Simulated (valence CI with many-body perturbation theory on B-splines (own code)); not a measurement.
## Which ion has this spectrum?

A relativistic CI+MBPT calculation for an atom or ion with 13 electrons gives these levels (eV):

| J | Parity | E | g |
| --- | --- | --- | --- |
| 1/2 | odd | 0.00 | 0.65 |
| 1/2 | even | 163.80 | 2.11 |
| 3/2 | odd | 340.71 | 1.32 |
| 3/2 | even | 474.82 | 1.63 |
| 5/2 | even | 492.64 | 1.34 |
| 3/2 | even | 513.49 | 0.97 |
| 1/2 | even | 523.34 | 1.26 |
| 3/2 | even | 570.41 | 0.83 |
| 5/2 | even | 638.93 | 1.20 |
| 3/2 | odd | 674.22 | 1.07 |
| 3/2 | odd | 687.54 | 0.71 |
| 5/2 | odd | 699.70 | 1.02 |
| 1/2 | odd | 725.70 | 0.40 |
| 3/2 | odd | 732.04 | 1.28 |

The energies are calculated, and their last digits are not significant.

**Question.** Which is it?
A. Ta60+
B. Yb57+
C. W61+
D. Re62+

**Answer.** A. Ta60+, ground level (3s^2 3p1/2) J=1/2.
